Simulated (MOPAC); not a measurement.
MOPAC input (PM3):

```
PM3 1SCF CHARGE=-1 GEO-OK AUX(PRECISION=9) THREADS=1
H2B

B    -0.21756151 1   -0.02968215 1   -0.05443514 1
H     0.43587359 1   -0.51872381 1    0.89116301 1
H     0.65193396 1    0.66713454 1   -0.61898733 1
```

From the last part of the output:

```
                                                       MOPAC v23.2.5 Linux

          FINAL HEAT OF FORMATION =         86.69869 KCAL/MOL =     362.74732 KJ/MOL

          COSMO AREA              =         55.89 SQUARE ANGSTROMS
          COSMO VOLUME            =         38.62 CUBIC ANGSTROMS

          IONIZATION POTENTIAL    =          1.666535 EV
          HOMO LUMO ENERGIES (EV) =         -1.667 10.900
          NO. OF FILLED LEVELS    =          3
          MOLECULAR WEIGHT        =         12.8258         POINT GROUP:  C2v

          MOLECULAR DIMENSIONS (Angstroms)

            Atom       Atom       Distance
            H     3    H     2     1.93223
            H     2    B     1     0.79178
            B     1    H     3     0.00000

          SCF CALCULATIONS        =          1

   ATOM   CHEMICAL          X               Y               Z
  NUMBER   SYMBOL      (ANGSTROMS)     (ANGSTROMS)     (ANGSTROMS)

     1       B         -0.21756151  *  -0.02968215  *  -0.05443514  *
     2       H          0.43587359  *  -0.51872381  *   0.89116301  *
     3       H          0.65193396  *   0.66713454  *  -0.61898733  *

                             CARTESIAN COORDINATES

   1    B       -0.217561510    -0.029682150    -0.054435140
   2    H        0.435873590    -0.518723810     0.891163010
   3    H        0.651933960     0.667134540    -0.618987330

           Empirical Formula: H2 B  =     3 atoms

      MOLECULAR POINT GROUP   :   C2v

                  EIGENVALUES
 -12.07960  -3.25431  -1.66654  10.90002  13.63733  14.66989

              NET ATOMIC CHARGES AND DIPOLE CONTRIBUTIONS

  ATOM NO.   TYPE          CHARGE      No. of ELECS.   s-Pop       p-Pop
    1          B          -0.159845        3.1598     1.60519     1.55465
    2          H          -0.420080        1.4201     1.42008
    3          H          -0.420075        1.4201     1.42007
 DIPOLE           X         Y         Z       TOTAL
 POINT-CHG.    -2.498    -0.341    -0.625     2.597
 HYBRID         3.176     0.433     0.795     3.302
 SUM            0.678     0.092     0.170     0.705

          ATOMIC ORBITAL ELECTRON POPULATIONS

     Atom    s        px        py        pz
    1  B   1.60519   0.91324   0.23345   0.40796
    2  H   1.42008
    3  H   1.42007

 **********************
 *                    *
 * JOB ENDED NORMALLY *
 *                    *
 **********************

 == MOPAC DONE ==
```

The dipole moment of an ion depends on the origin.
